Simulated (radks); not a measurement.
The numbers below are computed, except where a source is named.
Species: Pr23+. Configuration: [Kr]. Level of theory: scalar-relativistic Kohn-Sham, r2SCAN, spin-polarised, spherical densities, finite nucleus; meta-GGA in the generalised Kohn-Sham scheme; Fermi nuclear charge, rms radius 4.8919 fm (a radial shooting solver on a logarithmic mesh with Libxc functionals).

Normalised radial functions P(r) = r R(r), r in bohr:

```
   r/bohr * 3p, o 3d (the largest magnitude, 2.14, reaches the edge; | marks zero, & curves that meet)
 0.001384                             &
 0.001773                             &
 0.002272                             &
 0.002888                             &
 0.003701                             o*
 0.004743                             o*
 0.006078                             o*
 0.007726                             o *
 0.009901                             o  *
  0.01269                             o   *
  0.01613                             o    *
  0.02067                             |o     *
  0.02649                             |o        *
  0.03367                             | o          *
  0.04315                             |   o          *
  0.05529                             |     o         *
  0.07085                             |        o    *
  0.09007                             |       *     o
   0.1154                           * |                  o
   0.1479                *            |                       o
    0.188      *                      |                         o
    0.241  *                          |                        o
   0.3088     *                       |                   o
   0.3925             *               |            o
    0.503                      *      |      o
   0.6446                           * | o
    0.826                             *o
     1.05                             &
    1.346                             &
    1.724                             &
```

3p: eigenvalue -1896.6 eV, 1 radial node at r = 0.111 bohr, <r> = 0.267 bohr, 90 % of the charge inside 0.399 bohr. 3d: eigenvalue -1581.7 eV, 0 radial nodes, <r> = 0.244 bohr, 90 % of the charge inside 0.379 bohr.
